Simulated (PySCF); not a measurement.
A structure optimised at r2SCAN-D4/def2-SVP, used in a PySCF frequency run:

```xyz
9

C     -1.7472    -0.1113    -0.1964
C     -0.2821    -0.4376    -0.4497
C      0.6875     0.4912     0.2465
O      1.8108     0.2795     0.5602
H     -2.4006    -0.7876    -0.7668
H     -1.9990    -0.2172     0.8699
H     -1.9773     0.9229    -0.4937
H     -0.0204    -1.4754    -0.1695
H     -0.0377    -0.3329    -1.5242
```
Charge 0, spin multiplicity 2.

Problem. Write its SMILES and formula.

Solution. CC[C]=O, C3H5O

Problem. What are its rotational constants (standard atomic weights)?

Solution. 36.063, 4.1579, 3.9507 GHz
